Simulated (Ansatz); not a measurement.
Born–Oppenheimer molecular dynamics of BBrFH$_{3}$ (6 atoms, charge 0, multiplicity 1). It starts at the highest image of a converged band, a first-order saddle point between two minima.

Method: Ansatz 0.2.0, RKS B3LYP-D4/def2-SVP.

| Quantity | Value |
| --- | --- |
| ensemble | NVE (velocity Verlet) |
| time step | 0.5 fs |
| steps asked | 200 |
| starting velocities drawn for | 300 K |
| seed | 6902 |

First frame:

```xyz
6
Properties=species:S:1:pos:R:3
B 0.025 0.156 0.112
H 0.020 -0.202 1.375
F 1.180 -0.120 -0.477
H -1.046 -0.020 -0.392
Br 0.002 2.409 0.699
H 0.077 0.863 1.408
```

Task: How far do the bonds stretch over the last three quarters of this one trajectory? (Pairs bonded in most of those frames.)

Result: 
| bond | mean (Å) | spread (Å) | shortest | longest |
| --- | --- | --- | --- | --- |
| B1–H2 | 1.215 | 0.050 | 1.14 | 1.29 |
| B1–F3 | 1.325 | 0.011 | 1.31 | 1.35 |
| B1–H4 | 1.206 | 0.014 | 1.17 | 1.23 |
| Br5–H6 | 1.441 | 0.045 | 1.38 | 1.51 |

Mean temperature of the second half: 1262 K. The conserved energy stayed within 0.14 meV per atom of its start (net change 0.083 meV per atom), so the integration is sound. The kinetic energy rose, since the run started high on the potential surface and went downhill. It ends in pieces (BFH2 + BrH), so much of that is their flight and rotation, not heat. A run of 0.1 ps of so small a system gives no equilibrium averages. The orbitals stay closed-shell, which can raise the energy where a bond breaks towards radicals; this wasn't checked here.

Run time: 9.6 min on 1 thread of Intel(R) Xeon(R) Platinum 8259CL CPU @ 2.50GHz (Skylake/Cascade Lake) (shared host), peak memory 0.16 GiB.
